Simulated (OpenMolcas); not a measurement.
## 3s² 3p along the 13-electron sequence

```
Program             : OpenMolcas
Method              : MS-CASPT2, IPEA 0.25 Eh, imaginary shift 0.1 Eh
Basis               : ANO-R2
Scalar Hamiltonian  : X2C, finite nucleus
Spin-orbit coupling : state interaction with AMFI integrals over the reference wave functions, term energies averaged over their components
```

Active space for each ion: 3 electrons in 8 orbitals (3s 3p 4s 4p); closed shells correlated by CASPT2: 2s 2p.

Computed levels in cm-1 above ²P°_1/2:

```
                                Level  P2+  S3+  Cl4+  Ar5+
                              ²P°_3/2  499  845  1357  2060
weight of ²P° in the lowest level (%)  100  100   100   100
```

Measured, with the error of the calculation in %. Measured levels: P2+ from Martin, Zalubas and Musgrove, J. Phys. Chem. Ref. Data 14, 751 (1985); S3+ from NIST levels in Podobedova, Kelleher and Wiese, J. Phys. Chem. Ref. Data 38, 171 (2009); Ar5+ from Saloman, J. Phys. Chem. Ref. Data 39, 033101 (2010).

| Level | P2+ | S3+ | Ar5+ |
| --- | --- | --- | --- |
| ²P°_3/2 | 559 (-10.8) | 951 (-11.2) | 2208 (-6.6) |

The fine-structure level ²P°_3/2 changes by a factor of 4.13 from P2+ to Ar5+. Its fourth root runs 4.73, 5.39, 6.07, 6.74, with steps per unit of Z of 0.67, 0.68, 0.67; equal steps would mean a (Z - σ)^4 law with constant σ.

Over all roots computed the reference weight is 0.86 to 0.99 in P2+, 0.87 to 0.98 in S3+, 0.88 to 0.99 in Cl4+, 0.89 to 0.99 in Ar5+; the roots of lowest weight are the least certain, and an intruder state may touch them. The run also gave levels led by 3s² 4p, which use shells meant for correlation; these and all levels above them are left out (holds for P2+). Active for correlation alone: 4p 4s; no level in the range computed is led by a configuration that fills them, so any true level of that kind is missing (holds for S3+; Cl4+; Ar5+). Computed and measured levels are paired by configuration, term and J; levels that our copy of the source lacks, or whose pairing is in doubt (as where it misses far off the trend of its configuration), stay unpaired and out of the deviations. Only configurations of the active space appear.

° marks odd parity.
